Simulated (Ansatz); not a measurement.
Basis-set series for `[OH][Ga]([F])[O][SiH3]`. Charge 0, multiplicity 1. All single points use the PBE0-D4/def2-TZVP geometry. It is one conformer, not always the lowest.

```tsv
functional	basis	functions	energy (Eh)	HOMO (eV)	LUMO (eV)
PBE0-D4	def2-SVP	112	-2466.00766	-8.83	-1.33
PBE0-D4	def2-TZVPP	239	-2466.67896	-8.94	-1.50
ωB97M-V	def2-SVP	112	-2466.43752	-11.10	0.55
ωB97M-V	def2-TZVPP	239	-2467.11467	-11.24	0.32
```

Question: Give the rows for def2-QZVPP. (Best estimate.)

Answer: Ansatz gave: 
```
functional       basis  functions  energy (Eh)  HOMO (eV)  LUMO (eV)
   PBE0-D4  def2-QZVPP        450  -2466.74867      -8.96      -1.62
   ωB97M-V  def2-QZVPP        450  -2467.18085     -11.27       0.06
```

Positive LUMOs are unbound and depend on the basis. Scalar relativity is left out up to krypton.
